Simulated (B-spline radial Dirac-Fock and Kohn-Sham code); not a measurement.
# How the levels of rubidium move as electrons are removed

Calculated with a radial B-spline solver, using Dirac-Fock energy differences between relaxed states, corrected for Breit and QED terms. Each ion is free and in its tabulated ground configuration. Correlation energy is missing from these numbers.

Reference: Rb, [Kr] 5s1, with K (1s) 15205.4 eV, L1 (2s) 2077.7 eV, L2 (2p1/2) 1871.5 eV, M2 (3p1/2) 257.3 eV, M5 (3d5/2) 115.9 eV. Shifts from it, in eV (a dash: the subshell is empty, belongs to an open shell averaged over j, or its hole state is left out as unreliable):

```
  ion      configuration  K (1s)  L1 (2s)  L2 (2p1/2)  M2 (3p1/2)  M5 (3d5/2)
  Rb⁺  [Ar] 3d10 4s2 4p6    +6.6     +6.5        +6.5        +6.5        +6.5
 Rb²⁺  [Ar] 3d10 4s2 4p5   +22.2    +21.9       +22.0       +21.5       +21.6
 Rb³⁺  [Ar] 3d10 4s2 4p4       ?        ?           ?           ?           ?
 Rb⁴⁺  [Ar] 3d10 4s2 4p3   +57.9    +56.7           –           –       +55.3
 Rb⁵⁺  [Ar] 3d10 4s2 4p2   +77.7    +75.9       +76.0       +73.5       +73.7
 Rb⁶⁺  [Ar] 3d10 4s2 4p1   +98.7    +96.3       +96.4       +92.9       +93.2
 Rb⁷⁺      [Ar] 3d10 4s2  +121.0   +117.7      +117.9      +113.2      +113.7
 Rb⁸⁺      [Ar] 3d10 4s1  +145.1   +140.8      +141.5      +135.6      +136.1
 Rb⁹⁺          [Ar] 3d10  +170.7   +165.2      +166.0      +158.8      +159.3
Rb¹⁰⁺           [Ar] 3d9  +218.5   +213.5      +214.4      +197.8           –
```

Q: Give the missing shifts for Rb³⁺.

A: K (1s) +39.4, L1 (2s) +38.7, L2 (2p1/2) +38.7, M2 (3p1/2) +37.8, M5 (3d5/2) +37.8 (eV).
